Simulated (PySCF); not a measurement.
A side-by-side comparison of computed properties.

First species: C5H9FOSi.
Cartesian coordinates in Å at the GFN2-xTB level; atoms count from 1:
```xyz
17
C5H9FOSi angstrom
C     -3.4018    0.1309    0.2676
C     -2.2989    0.1011   -0.4721
C     -0.9844    0.4968    0.0794
O     -0.8623    0.8848    1.2282
Si     0.5628    0.3743   -1.0611
F      0.0746   -0.3620   -2.4256
C      1.8835   -0.7072   -0.2351
C      2.3657   -0.1437    1.1008
H     -4.3682   -0.1518   -0.1145
H     -3.3513    0.4488    1.2975
H     -2.3087   -0.2133   -1.5051
H      1.0008    1.6920   -1.4974
H      1.4842   -1.7124   -0.0717
H      2.7372   -0.8232   -0.9069
H      1.5286    0.0060    1.7777
H      2.8582    0.8148    0.9572
H      3.0731   -0.8240    1.5712
```

Second species: C3H6P2.
SMILES: `C(=C)/C=P\P`

Levels: B3LYP/def2-SVPD for dipole moment, HOMO energy, LUMO energy, HOMO–LUMO gap, static isotropic polarisability and electronic spatial extent ⟨r²⟩ about the centre of nuclear charge; TDDFT B3LYP/def2-SVPD for lowest singlet excitation; TDA B3LYP/def2-SVPD for lowest triplet excitation (Tamm–Dancoff); GFN2-xTB for rotational constant A and rotational constant C. Geometries: GFN2-xTB. Each species is one conformer at its optimised geometry, gas phase, non-relativistic unless stated; the electronic structure was computed with PySCF and density fitting.

The conformers computed, where there is a choice (atom-mapped SMILES and torsion angles):
- `[CH2:1]=[CH:2][C:3](=[O:4])[Si@H:5]([F:6])[CH2:7][CH3:8]`: C1–C2–C3–O4 -1°, C2–C3–Si5–F6 -7°, C3–Si5–C7–C8 -61°
- `[CH2:1]=[CH:2]/[CH:3]=[P:4]\[PH2:5]`: C1–C2–C3–P4 176°, H–P5–P4–C3 -179°, H–P5–P4–C3 -87°

```
                                                         property    column X   column Y
                                                    dipole moment      0.76 D     1.08 D
                                                      HOMO energy    -6.81 eV   -6.38 eV
                                                      LUMO energy    -2.61 eV   -2.40 eV
                                                    HOMO–LUMO gap     4.20 eV    3.98 eV
                                        lowest singlet excitation     2.72 eV    3.45 eV
                         lowest triplet excitation (Tamm–Dancoff)     2.21 eV    2.09 eV
                                  static isotropic polarisability     89.8 au   100.2 au
electronic spatial extent ⟨r²⟩ about the centre of nuclear charge  1395 bohr²  828 bohr²
                                            rotational constant A   2.370 GHz  5.773 GHz
                                            rotational constant C   0.842 GHz  1.398 GHz
```

Problem. Which column belongs to which species?

Solution. Column X is the first species and column Y the second. The first has 17 atoms and 70 electrons, the second 11 and 54.

Problem. How does each property change from the first species to the second?

Solution. dipole moment +0.32 D; HOMO energy +0.43 eV; LUMO energy +0.21 eV; HOMO–LUMO gap -0.22 eV; lowest singlet excitation +0.73 eV; lowest triplet excitation (Tamm–Dancoff) -0.12 eV; static isotropic polarisability +10.4 au; electronic spatial extent ⟨r²⟩ about the centre of nuclear charge -567 bohr²; rotational constant A +3.403 GHz; rotational constant C +0.556 GHz.

On the first: The polarisability is 13.31 Å³ as a volume (1 au = 0.148185 Å³), or 1.28 au for each of the 70 electrons. The dipole equals about 2.5 × 10⁻³⁰ C·m (1 D = 3.33564 × 10⁻³⁰ C·m).

On the second: The principal polarisabilities are 61.8, 91.7 and 147.2 au; their mean is the isotropic value. The vertical singlet–triplet gap S1 − T1 is 1.36 eV (TDDFT singlet less Tamm–Dancoff triplet; S1: HOMO−1→LUMO, weight 0.56, beside HOMO→LUMO, weight 0.43; T1: HOMO→LUMO, weight 0.91).
